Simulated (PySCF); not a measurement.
## Shifts of the heteroatoms

Cartesian coordinates in Å; atom numbers follow the order of the lines, from 1:
```xyz
24

C    -1.6123    1.0893    0.8517
C    -0.8868   -0.1377    0.3020
C    -1.5668   -0.5436   -1.0102
C    -1.0093   -1.2643    1.3333
N     0.5540    0.1292    0.0414
B     1.3589   -0.9404   -0.4853
N     2.7421   -0.7275   -0.7513
B     3.3909    0.5189   -0.5204
N     2.5724    1.5572   -0.0001
B     1.1808    1.3956    0.2850
H    -1.1947    1.4172    1.8144
H    -2.6697    0.8314    1.0107
H    -1.5718    1.9377    0.1537
H    -1.4793    0.2650   -1.7518
H    -2.6355   -0.7476   -0.8456
H    -1.1099   -1.4480   -1.4356
H    -0.5191   -0.9750    2.2754
H    -2.0675   -1.4783    1.5474
H    -0.5411   -2.1913    0.9746
H     0.8895   -2.0302   -0.7116
H     3.2778   -1.5018   -1.1197
H     4.5667    0.6808   -0.7520
H     2.9837    2.4625    0.1822
H     0.5809    2.3421    0.7260
```

Calculated, not measured (PySCF 2.14.0 with density-fitted response routines): GIAO PBE0/pcSseg-1 shieldings, PBE0-D3(BJ)/def2-SVP geometry. Fast rotation and ring inversion assumed for equivalent nuclei, non-relativistic, no solvent model, single conformer.

What are the ¹⁵N shifts?

## Answers


| atoms | environment | σ (ppm) | δ (ppm) |
| --- | --- | --- | --- |
| N5 | nitrogen bonded to C, 2 B, in a 6-membered ring | 80.3 | -224.0 |
| N7/N9 | nitrogen bonded to 2 B, H, in a 6-membered ring | 120.0 | -260.3 |

Shieldings were converted by a linear fit to measured shifts: ¹⁵N: δ = -150.45 − 0.916σ (rms 7.2 ppm, 79 shifts vs CH3NO2, solution or neat liquid). Occasional misses reach two or three times the rms, and more in compound classes unlike the fitted ones.

On a 600 MHz spectrometer ¹⁵N resonates near 60.8 MHz, so 1 ppm is 60.8 Hz.
